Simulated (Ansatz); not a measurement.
Born–Oppenheimer molecular dynamics of AlCl₂H₂N (6 atoms, charge 0, multiplicity 1). It starts from a relaxed structure.

Method: RKS PBE0-D4/def2-SVP (Ansatz).

```
ensemble        : NVT, Nosé–Hoover chain
time step       : 0.5 fs
steps asked     : 100
set temperature : 700 K
thermostat      : time constant 1 fs, chain length 1
seed            : 477929
```

First frame:

```xyz
6
Properties=species:S:1:pos:R:3
Al 0.000 0.000 0.047
N 0.000 0.000 1.799
H -0.833 -0.046 2.375
H 0.833 0.046 2.375
Cl 1.806 0.099 -1.004
Cl -1.806 -0.099 -1.004
```

How far do the bonds stretch over the last three quarters of this one trajectory? (Pairs bonded in most of those frames.)


| bond | mean (Å) | spread (Å) | shortest | longest |
| --- | --- | --- | --- | --- |
| Al1–N2 | 1.759 | 0.049 | 1.69 | 1.84 |
| Al1–Cl5 | 2.097 | 0.067 | 2.03 | 2.22 |
| Al1–Cl6 | 2.091 | 0.060 | 2.02 | 2.19 |
| N2–H3 | 1.021 | 0.029 | 0.95 | 1.08 |
| N2–H4 | 1.020 | 0.031 | 0.96 | 1.11 |

Mean temperature of the second half: 707 K. The conserved energy stayed within 1 meV per atom of its start (net change 0.27 meV per atom), so the integration is sound. A run of 0.05 ps of so small a system gives no equilibrium averages.

Run time: 2.5 min on 1 thread of Intel(R) Xeon(R) 6975P-C (Granite Rapids), with other jobs on the host, peak memory 0.17 GiB.
